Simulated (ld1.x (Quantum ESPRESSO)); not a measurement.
**An all-electron radial function and its pseudo partner (oxygen (O))**

Columns: radius, all-electron u(r) and pseudo u(r) of the 2s shell (level -23.96 eV) of oxygen in the configuration [He] 2s2 2p4; PBE, scalar-relativistic, RRKJ scheme, ld1.x (Quantum ESPRESSO) 7.5.

```tsv
r (bohr)	all-electron	pseudo
0.078	0.4052	-0.0785
0.155	0.3602	-0.1591
0.232	0.1460	-0.2461
0.310	-0.1137	-0.3451
0.388	-0.3571	-0.4595
0.465	-0.5586	-0.5877
0.542	-0.7155	-0.7187
0.620	-0.8301	-0.8301
0.698	-0.9051	-0.9051
0.775	-0.9468	-0.9468
0.852	-0.9624	-0.9624
0.930	-0.9579	-0.9579
1.008	-0.9379	-0.9379
1.085	-0.9071	-0.9071
1.162	-0.8688	-0.8688
1.240	-0.8250	-0.8250
1.318	-0.7782	-0.7782
1.395	-0.7307	-0.7307
1.472	-0.6830	-0.6830
1.550	-0.6355	-0.6355
1.628	-0.5893	-0.5893
1.705	-0.5456	-0.5456
1.782	-0.5039	-0.5039
1.860	-0.4640	-0.4640
1.938	-0.4264	-0.4264
2.015	-0.3918	-0.3918
```

Q: How many radial nodes do the two functions have?

A: The all-electron 2s function has n − l − 1 = 1; the pseudo-wave has 0, since the states of the same l below it are removed with the core.

Q: At about which radius was the pseudo-wave matched?

A: 0.65 bohr, where the columns begin to agree (steps of 0.08 bohr).

Q: Is the pseudo-wave norm-conserving?

A: Yes: the RRKJ scheme keeps the norm inside the radius equal to the all-electron one, which fixes the energy derivative of the logarithmic derivative at the level.
